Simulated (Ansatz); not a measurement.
CH8N2Si can be A, `CN[SiH2]N`, or B, `NC[SiH2]N`.

Gas-phase electronic energies from Ansatz, PBE0-D4/def2-TZVP geometries. CBS: MP2 limit from def2 TZ/QZ plus the TZ coupled-cluster correction, frozen cores. Functionals use def2-TZVPP. One conformer a species, not always the lowest.

Problem. Which isomer does CCSD(T)/CBS put lower? Give the gap. (An estimate is asked.)

Solution. Computed: A, by 71.2 kJ/mol.

Problem. Give E(B) − E(A) in kJ/mol with PBE0-D4, MP2/def2-TZVPP, CCSD/def2-TZVPP, HF/def2-TZVPP, B2PLYP, ωB97M-V, CCSD(T)/def2-TZVPP. (An estimate is asked.)

Solution. Computed: PBE0-D4 66.8, MP2/def2-TZVPP 72.7, CCSD/def2-TZVPP 71.6, HF/def2-TZVPP 80.6, B2PLYP 73.5, ωB97M-V 69.1, CCSD(T)/def2-TZVPP 70.3. None reverses the order clearly.

Largest T1 diagnostic: 0.010.

In def2-TZVPP, CCSD(T) changes the Hartree–Fock value by −10.3 kJ/mol (the triples alone add −1.4 kJ/mol) and MP2 by −7.9 kJ/mol.
